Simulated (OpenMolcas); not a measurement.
# Computed transition rates of La

```json
{"Program": "OpenMolcas 26.06", "Method": "MS-CASPT2, IPEA 0.25 Eh, imaginary shift 0.1 Eh (closed shells correlated: 5s 5p)", "Basis": "ANO-R3 [9s7p7d3f2g1h]", "Scalar Hamiltonian": "X2C, finite nucleus", "Active space": "3 electrons in 6 orbitals (5d 6s)", "State averaging": "2S+1 = 2 even, 65 roots; 2S+1 = 4 even, 20 roots kept (CI in the orbitals of an earlier block)", "Spin-orbit coupling": "RASSI with atomic mean-field integrals over the reference wave functions, term energies averaged over their components"}
```

Rates come from the transition moments of the reference wave functions (E1 and E2 in the length form). At fixed line strength A goes as λ^-3 for E1 and M1 and as λ^-5 for E2, so a rate at the computed wavelength can be rescaled to the measured one. Measured vacuum wavelengths follow from level energies in NIST Handbook of Basic Atomic Spectroscopic Data. Branching counts decays inside the model space alone, at computed energies, and the table is only a selection of the E2 and M1 lines, drawn from those between levels with measured partners whose computed energy lies within a factor of 1.5 of the measured one.

| Upper | Lower | Type | λ computed (nm) | λ measured (nm) | A computed (s-1) | A rescaled (s-1) | Branching % |
| --- | --- | --- | --- | --- | --- | --- | --- |
| 5d² 6s ⁴F_5/2 | 5d² 6s ⁴F_3/2 | M1 | 29800 | 29260 | 1.60e-03 | 1.69e-03 | 54.0 |
| 5d² 6s ⁴F_7/2 | 5d² 6s ⁴F_5/2 | M1 | 20990 | 20640 | 4.61e-03 | 4.85e-03 | 55.8 |
| 5d² 6s ⁴F_9/2 | 5d² 6s ⁴F_7/2 | M1 | 16360 | 15950 | 6.14e-03 | 6.63e-03 | 100.0 |
| 5d 6s² ²D_5/2 | 5d 6s² ²D_3/2 | M1 | 11210 | 9495 | 7.79e-03 | 1.28e-02 | 100.0 |
| 5d² 6s ⁴F_7/2 | 5d 6s² ²D_5/2 | M1 | 4554 | 4096 | 3.65e-03 |  | 44.1 |
| 5d² 6s ⁴F_3/2 | 5d 6s² ²D_3/2 | M1 | 4392 | 3748 | 1.32e-03 |  | 77.6 |
| 5d² 6s ⁴F_5/2 | 5d 6s² ²D_3/2 | M1 | 3828 | 3322 | 1.05e-03 |  | 35.4 |
| 5d² 6s ⁴P_1/2 | 5d² 6s ⁴F_3/2 | E2 | 1847 | 2191 | 2.79e-02 | 1.19e-02 | 33.9 |
| 5d² 6s ²F_5/2 | 5d 6s² ²D_3/2 | E2 | 1596 | 1426 | 1.22e-01 | 2.14e-01 | 72.4 |
| 5d² 6s ²F_7/2 | 5d 6s² ²D_5/2 | E2 | 1589 | 1429 | 1.17e-01 | 1.99e-01 | 64.2 |
| 5d² 6s ⁴P_5/2 [69 %] | 5d 6s² ²D_5/2 | E2 | 1407 | 1509 | 4.54e-02 |  | 48.2 |
| 5d² 6s ⁴P_1/2 | 5d 6s² ²D_3/2 | E2 | 1300 | 1383 | 2.94e-02 |  | 35.6 |
| 5d² 6s ⁴P_3/2 | 5d 6s² ²D_3/2 | E2 | 1260 | 1335 | 4.65e-02 |  | 46.1 |
| 5d² 6s ²P_3/2 [57 %] | 5d 6s² ²D_3/2 | E2 | 1240 | 1029 | 3.06e-01 | 7.78e-01 | 72.7 |
| 5d² 6s ²P_1/2 | 5d 6s² ²D_3/2 | E2 | 1233 | 1106 | 3.73e-01 | 6.42e-01 | 73.1 |
| 5d² 6s ²D_5/2 [62 %] | 5d 6s² ²D_5/2 | E2 | 1213 | 1230 | 1.62e-01 | 1.51e-01 | 60.5 |
| 5d² 6s ²G_9/2 | 5d 6s² ²D_5/2 | E2 | 1177 | 1128 | 1.09e-01 | 1.35e-01 | 68.2 |
| 5d³ ⁴F_5/2 | 5d² 6s ⁴F_7/2 | E2 | 1137 | 1076 | 3.79e-01 | 4.99e-01 | 32.1 |
| 5d³ ⁴F_3/2 | 5d² 6s ⁴F_5/2 | E2 | 1126 | 1062 | 4.52e-01 | 6.06e-01 | 40.8 |
| 5d³ ⁴F_3/2 | 5d² 6s ⁴F_3/2 | E2 | 1085 | 1024 | 5.44e-01 | 7.27e-01 | 49.1 |
| 5d³ ⁴F_5/2 | 5d² 6s ⁴F_5/2 | E2 | 1079 | 1023 | 3.00e-01 | 3.92e-01 | 25.4 |
| 5d³ ⁴F_7/2 | 5d² 6s ⁴F_7/2 | E2 | 1078 | 1026 | 4.76e-01 | 6.09e-01 | 37.8 |
| 5d² 6s ²G_7/2 | 5d 6s² ²D_3/2 | E2 | 1065 | 1004 | 1.41e-01 | 1.89e-01 | 59.7 |
| 5d³ ⁴F_5/2 | 5d² 6s ⁴F_3/2 | E2 | 1041 | 988.2 | 4.35e-01 | 5.64e-01 | 36.9 |
| 5d³ ⁴F_7/2 | 5d² 6s ⁴F_5/2 | E2 | 1025 | 977.7 | 4.66e-01 | 5.90e-01 | 37.0 |

Spin-changing lines and M1 lines between different terms are not rescaled, since their strength hangs on the term gaps too.

The largest correction is for 5d² 6s ²P_3/2 [57 %] → 5d 6s² ²D_3/2 (E2): 3.06e-01 × (1240 / 1029)^5 = 7.78e-01 s-1, a factor of 2.54.

The computed order of these levels differs from the measured one in 3 places, and where term gaps are wrong the rates of spin-changing lines can be off by large factors.

No measured rate stands beside these. Rescaling mends the energy factor alone: line strengths can still be far off where a level mixes with configurations outside the active space, and weak or spin-changing lines hang on small mixing coefficients that depend on the term gaps too, so rescaling need not improve them.

CASPT2 does not keep the components of a term degenerate, so their means are used; among the terms shown or strongly mixed into the levels shown the widest spread is 1000 cm-1 (5d² 6s ²F). Over all roots computed the reference weight is 0.84 to 0.91; the roots of lowest weight are the least certain, and an intruder state may touch them. Some levels mix across a computed gap that differs much from the measured one, so their mixing is not that of the real levels. Terms from blocks run as CI alone lack orbitals of their own. Configurations are named by rounded mean occupations; where the s occupation lies near a half they are strongly mixed, a name can repeat and a true partner stay unpaired. A single d shell beside an s shell can misplace configurations of different d count against each other. The CASPT2 spread within a term exceeds the gap to the next term for 5d² 6s ²D and 5d² 6s ²G, so the order of their levels is uncertain. Measured partners are found by configuration, term and J. A level has none where our copy of the source lacks it or the pairing is in doubt (some pairs that miss far off the trend of their configuration count as doubtful). Levels of configurations outside the active space are missing.

A share in square brackets marks a mixed level and gives the weight of the term that names it.
